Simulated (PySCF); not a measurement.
This script is equivalent to a calculation on Si⁺ (silicon, charge +1).

```python
from pyscf import gto, scf, dft, mp, cc
import basis_set_exchange as bse
mol = gto.M(atom="Si 0 0 0", charge=1, spin=1, symmetry="D2h",
            basis=gto.basis.parse(bse.get_basis("x2c-SVPall", elements=["Si"], fmt="nwchem", header=False)),
            nucmod="G")
mf = dft.UKS(mol, xc="MN15").sfx2c1e()
mf.irrep_nelec = {'Ag': (3, 3), 'B1u': (1, 1), 'B2u': (2, 1), 'B3u': (1, 1)}
mf.kernel()
```

(1) What total energy does it give?

(2) Which occupied shell lies highest, and where?

(3) What is ⟨S²⟩, and what would a pure spin state give?

## Answers

(1) -289.519 hartree (calculated).

(2) 3p α, at -13.445 eV.

(3) 0.751, against 0.75.
